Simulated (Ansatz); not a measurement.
Reaction (redistribution): `F[Si]1(F)CO1` + `BCOC` → `F[SiH]1CO1` + `COCBF`

Program: Ansatz. Geometries: PBE0-D4/def2-TZVP. ΔE: electronic, gas phase. CCSD(T)/CBS is the MP2 limit (def2-TZVPP, def2-QZVPP) plus CCSD(T) − MP2 in def2-TZVPP, frozen cores. DFT in def2-TZVPP. One conformer a species, not always the lowest.

| level | ΔE (kJ/mol) |
| --- | --- |
| r2SCAN-D4 | -3.5 |
| PBE0-D4 | -8.5 |
| HF/def2-TZVPP | 4.2 |
| SCS-MP2/def2-TZVPP | -0.4 |
| CCSD/def2-TZVPP | -1.5 |
| HF/def2-QZVPP | 5.8 |
| SCS-MP2/def2-QZVPP | 1.6 |
| MP2/CBS(def2) | 1.7 |

Q: What does CCSD(T)/CBS give? (Estimate.)

A: Computed: -0.8 kJ/mol. The listed levels differ from it by -2.7, -7.7, 5.0, 0.4, -0.7, 6.6, 2.4, 2.5 kJ/mol.

Largest T1 diagnostic among the species: 0.013.

From PBE to PBE0 (25 % exact exchange), in def2-TZVPP and without D4, ΔE moves by +4.9 kJ/mol. In def2-TZVPP, CCSD(T) changes the Hartree–Fock value by −7.7 kJ/mol (the triples alone add −1.9 kJ/mol) and MP2 by −5.2 kJ/mol.
